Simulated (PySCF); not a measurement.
# Field gradients at the hydrogen positions

Compound: C₆H₁₀O₂.
Numbering: `[CH2:1]=[C:2]([CH3:3])[O:4][C:5](=[CH2:6])[O:7][CH3:8]` (hydrogens: H9, H10 on C1; H11, H12, H13 on C3; H14, H15 on C6; H16, H17, H18 on C8)

Geometry (GFN2-xTB, Å), atoms numbered from 1 in this order:
```xyz
18
C6H10O2 angstrom
C     -1.030   -1.474   -1.089
C     -1.453   -0.446   -0.370
C     -2.746   -0.409    0.383
O     -0.796    0.762   -0.258
C      0.543    0.846   -0.472
C      1.048    1.866   -1.156
O      1.229   -0.152    0.152
C      2.631   -0.138    0.056
H     -1.609   -2.376   -1.146
H     -0.099   -1.460   -1.626
H     -3.337   -1.294    0.172
H     -3.307    0.480    0.103
H     -2.547   -0.355    1.453
H      0.381    2.580   -1.597
H      2.100    2.032   -1.269
H      2.973   -1.021    0.594
H      3.052    0.759    0.518
H      2.957   -0.195   -0.988
```

Level: PBE0/pcSseg-1 (PySCF, non-relativistic); Q(2H) = 0.00286 b; rigid geometry, the same for H and D, with no vibrational averaging.

Question: Rank these positions by the coupling χzz of a deuteron there, largest first.
A. H13 (methyl hydrogen)
B. H15 (vinylic hydrogen)
C. H11 (methyl hydrogen)
D. H16 (methyl hydrogen)
E. H17 (methyl hydrogen)
F. H10 (vinylic hydrogen)

Answer: B (237 kHz), F (230 kHz), C (214 kHz), A (209 kHz), D (204 kHz), E (196 kHz).

Q: What are Vzz, η and χzz (234.96 MHz × Q × Vzz) at all hydrogens?

A: 
```tsv
atom	bonded to	bond length (Å)	Vzz (au)	η	χzz (kHz)
H9	C1	1.073	0.3470	0.09	233
H10	C1	1.075	0.3430	0.09	230
H11	C3	1.085	0.3180	0.04	214
H12	C3	1.088	0.3118	0.03	210
H13	C3	1.089	0.3112	0.02	209
H14	C6	1.072	0.3499	0.09	235
H15	C6	1.071	0.3529	0.10	237
H16	C8	1.089	0.3039	0.07	204
H17	C8	1.094	0.2924	0.08	196
H18	C8	1.095	0.2913	0.08	196
```

Q: How does χzz go with the bond length over the 10 C–H bonds?

A: A straight-line fit has a slope of -17.3 kHz for each 0.01 Å, with a correlation coefficient of -1.00, over lengths from 1.071 to 1.095 Å. The longer bonds have the smaller couplings here.

Q: Give the 2H NMR doublet splittings at H14 for a magnetic field along the z, y and x axes of the gradient: 3χ/2, 3χ(1 + η)/4, 3χ(1 − η)/4.

A: With |χ| = 235.2 kHz and η = 0.091: 353, 192 and 160 kHz, to first order and without motion.

One conformer (not necessarily the lowest) at the GFN2-xTB geometry, without solvent, vibrations or thermal averaging. GFN2-xTB bond lengths can be off by several hundredths of an ångström, more for odd bonds, and the gradients follow them. With a basis this small, the couplings can be 20 % off.

These values come from a run that also computed NMR shieldings. Hardware: one thread of an Arm Neoverse N1 (shared host). Cost: 47 s of wall time, 0.88 GiB resident at most.
